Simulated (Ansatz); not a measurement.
`BC([SiH3])C#C` + `B1CO1` → `[SiH3]B1CO1` + `BCC#C`  (formal exchange of groups at the Si–C bond)

Gas-phase electronic energies from Ansatz, PBE0-D4/def2-TZVP geometries. CCSD(T)/CBS is the MP2 limit (def2-TZVPP, def2-QZVPP) plus CCSD(T) − MP2 in def2-TZVPP, frozen cores. Functionals use def2-TZVPP.

```json
{"level": "r2SCAN-D4", "ΔE (kcal/mol)": "4.9"}
{"level": "PBE0-D4", "ΔE (kcal/mol)": "4.2"}
{"level": "PBE", "ΔE (kcal/mol)": "2.9"}
{"level": "PBE0", "ΔE (kcal/mol)": "3.2"}
{"level": "CCSD/def2-TZVPP", "ΔE (kcal/mol)": "4.3"}
{"level": "CCSD(T)/def2-TZVPP", "ΔE (kcal/mol)": "4.9"}
{"level": "HF/CBS(def2)", "ΔE (kcal/mol)": "2.9"}
{"level": "MP2/CBS(def2)", "ΔE (kcal/mol)": "7.5"}
```

Q: What does CCSD(T)/CBS give? (Best estimate.)

A: Ansatz gave: +5.2 kcal/mol. The listed levels differ from it by -0.3, -1.0, -2.3, -2.0, -0.9, -0.3, -2.3, 2.3 kcal/mol.

Largest T1 diagnostic among the species: 0.016.

The D4 term adds +1.8 kcal/mol with B3LYP and +0.9 kcal/mol with PBE0; it sums over pairs of atoms, weighted by their polarisabilities, and B3LYP, whose exchange is more repulsive, gets the larger term. In def2-TZVPP, CCSD(T) changes the Hartree–Fock value by +2.2 kcal/mol (the triples alone add +0.6 kcal/mol) and MP2 by +4.6 kcal/mol.

B3LYP here is the variant with VWN-RPA as its local correlation; programs differ in this.
